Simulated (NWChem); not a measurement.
System: thiourea (CH4N2S); SMILES NC(N)=S

The following NWChem deck was run.

```
start job
memory heap 200 mb stack 900 mb global 1100 mb
geometry units angstroms noautosym nocenter noautoz
  N     -0.060964     1.147994    -1.048644
  C      0.000000     0.000000    -0.307494
  N      0.060964    -1.147994    -1.048644
  S      0.000000     0.000000     1.366947
  H      0.321442     1.152153    -1.986906
  H      0.051260     2.005102    -0.525812
  H     -0.321442    -1.152153    -1.986906
  H     -0.051260    -2.005102    -0.525812
end
basis spherical
  N library def2-tzvp
  C library def2-tzvp
  S library def2-tzvp
  H library def2-tzvp
end
dft
  xc b3lyp
  iterations 150
end
property
  efieldgrad
end
task dft property
```

Structure relaxed at the B3LYP/6-31G* (spherical d) level.

Vzz is the largest principal value of the second derivative of the potential at the nucleus (NWChem prints the opposite sign); η is the asymmetry. Non-relativistic.

Atoms are numbered as in the input.

Question: Give the results of this calculation. (B3LYP/def2-TZVP.) Quantities: Vzz N3 (a.u.); η N3; Vzz S4 (a.u.); η S4.

Answer: 
```yaml
Vzz N3 (a.u.): -0.939
"η N3": 0.17
Vzz S4 (a.u.): 2.306
"η S4": 0.91
```
